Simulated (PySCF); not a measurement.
A series of related molecules.

All values: PBE0/pcSseg-1 (PySCF) at GFN2-xTB geometries, gas phase, one conformer each.

Question: Rank by HOMO energy, lowest first.
A. `CS/C=C/O[SiH3]`
B. `[SiH3]O/C=C/Cl`
C. `CC(=O)N/C=C/O[SiH3]`
D. `FC(F)(F)S/C=C/O[SiH3]`

Answer: D (-6.95 eV), B (-6.71 eV), C (-6.12 eV), A (-5.81 eV).

All values together:

| SMILES | formula | μ (D) | HOMO (eV) | LUMO (eV) | lowest IAO charge (e) | highest IAO charge (e) | lowest Hirshfeld charge (e) | highest Hirshfeld charge (e) |
| --- | --- | --- | --- | --- | --- | --- | --- | --- |
| [SiH3]O/C=C/c1ccncc1 | C7H9NOSi | 3.82 | -6.60 | -1.31 | -0.574 (O) | +0.880 (Si) | -0.186 (O) | +0.405 (Si) |
| CS/C=C/O[SiH3] | C3H8OSSi | 0.74 | -5.81 | 0.29 | -0.585 (O) | +0.865 (Si) | -0.200 (O) | +0.389 (Si) |
| CC(=O)N/C=C/O[SiH3] | C4H9NO2Si | 3.06 | -6.12 | 0.07 | -0.583 (O) | +0.865 (Si) | -0.284 (O) | +0.391 (Si) |
| FC(F)(F)S/C=C/O[SiH3] | C3H5F3OSSi | 2.57 | -6.95 | -0.41 | -0.563 (O) | +0.863 (Si) | -0.183 (O) | +0.405 (Si) |
| [SiH3]O/C=C/Cl | C2H5ClOSi | 2.26 | -6.71 | -0.10 | -0.580 (O) | +0.880 (Si) | -0.191 (O) | +0.404 (Si) |

Conformers: `[SiH3:1][O:2]/[CH:3]=[CH:4]/[c:5]1[cH:6][cH:7][n:8][cH:9][cH:10]1` with Si1–O2–C3–C4 -176°, C3–C4–C5–C6 -2°; `[CH3:1][S:2]/[CH:3]=[CH:4]/[O:5][SiH3:6]` with C1–S2–C3–C4 0°, C3–C4–O5–Si6 -3°; `[CH3:1][C:2](=[O:3])[NH:4]/[CH:5]=[CH:6]/[O:7][SiH3:8]` with C1–C2–N4–C5 -179°, C2–N4–C5–C6 180°, C5–C6–O7–Si8 0°; `[F:1][C:2]([F:3])([F:4])[S:5]/[CH:6]=[CH:7]/[O:8][SiH3:9]` with C2–S5–C6–C7 129°, C6–C7–O8–Si9 1°; `[SiH3:1][O:2]/[CH:3]=[CH:4]/[Cl:5]` with Si1–O2–C3–C4 180°.
